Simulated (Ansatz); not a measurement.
Two structures of CH₈GeS, singlet, reached by relaxing down either side of one saddle point (PBE0-D4/def2-TZVP). Energies are electronic, without zero-point energy. Computed with Ansatz 0.2.0 (basis: def2-TZVPP and def2-QZVPP); correlated methods freeze the cores. Filled d shells of the heavier atoms are correlated. The def2 sets are not built for correlating such inner shells, so the correlated values are less sure here. Extrapolation: Hartree–Fock as exp(−7.88 √X), correlation as X^−2.97. First:

Ge1  (-0.100, -0.316, 0.180)
H2  (0.516, 0.963, 0.779)
H3  (0.199, -0.331, -1.331)
H4  (-1.622, -0.276, 0.385)
C5  (0.674, -1.894, 1.034)
H6  (-0.400, 3.170, -0.648)
S7  (-1.281, 3.040, -1.651)
H8  (0.245, -2.802, 0.609)
H9  (0.471, -1.882, 2.105)
H10  (1.754, -1.915, 0.883)
H11  (-0.454, 2.244, -2.344)
(Å)

Second:

| atom | x (Å) | y (Å) | z (Å) |
| --- | --- | --- | --- |
| Ge1 | -0.9153 | -0.5492 | -0.7491 |
| H2 | 0.7665 | 2.2781 | 2.2865 |
| H3 | -1.0071 | -1.3786 | -2.0437 |
| H4 | -2.2585 | -0.5909 | -0.0036 |
| C5 | 0.5563 | -1.1655 | 0.3681 |
| H6 | 0.5018 | 2.2278 | 1.5888 |
| S7 | -0.6625 | 1.6061 | -1.2724 |
| H8 | 0.4056 | -2.2113 | 0.6425 |
| H9 | 0.6125 | -0.5616 | 1.2736 |
| H10 | 1.4994 | -1.0780 | -0.1728 |
| H11 | 0.5011 | 1.4231 | -1.9178 |

(1) Which bonds change from the first to the second?

(2) Give the saddle point's structure and its height above each. (Judge from chemistry; the value comes from the calculation.)

The T1 diagnostic stays at or below 0.014.

## Answers

(1) CH₆Ge ([CH3][GeH3]) + H₂S → CH₆GeS ([CH3][GeH2][SH]) + H₂; bonds formed: Ge1–S7, H2–H6; bonds broken: Ge1–H2, H6–S7.

(2) Computed: 55.35 kcal/mol above the first and 61.87 kcal/mol above the second (CCSD(T) at an estimated basis limit (MP2 extrapolated from triple and quadruple zeta, plus CCSD(T) − MP2 in triple zeta)).
```
11
angstrom
Ge -0.5776 -0.1966 -0.1644
H 0.1917 1.1543 0.8356
H -0.6215 -0.7496 -1.6076
H -1.9570 -0.0954 0.4913
C 0.6928 -1.3638 0.7704
H -0.1238 1.7599 0.1260
S -0.8132 2.1915 -1.3466
H 0.4343 -2.4055 0.5606
H 0.6713 -1.1843 1.8450
H 1.7029 -1.1803 0.4005
H 0.4000 2.0698 -1.9109
```

Labels in which every atom is bracketed show which atoms are joined, not bond orders.

For scale, one of the runs: CCSD(T)/def2-TZVPP, 233 basis functions, launched by `ansatz run in.yaml --threads 4 --pin off --events-out ev --progress --plain --max-ram 9574MiB`. The run took 82 s on 4 CPU threads of an Arm Neoverse V2 (shared host), with 4 GiB of host memory at its peak.
